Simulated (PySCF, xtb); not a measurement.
Si(H)(I)2(OH) (H2I2OSi), SMILES I[SiH](I)O.

xtb with GFN2-xTB at its own geometry gives an orbital gap of 5.41 eV and a dipole moment of 4.50 D.

Coordinates come from a PBE-D3(BJ)/def2-SVP optimisation. The structure was generated by enumeration, and PubChem lists no compound with its InChIKey, so it may never have been made. The def2 effective core potentials stand for the cores of I; spin–orbit coupling is left out. The values are those of a single conformer.

**Question.** What does PBE0/def2-TZVP (PySCF) give? (An estimate is asked for; the answer gives what the named calculation found.)

**Answer.** gap 6.17 eV (levels -7.65 and -1.48 eV), dipole 0.86 D.
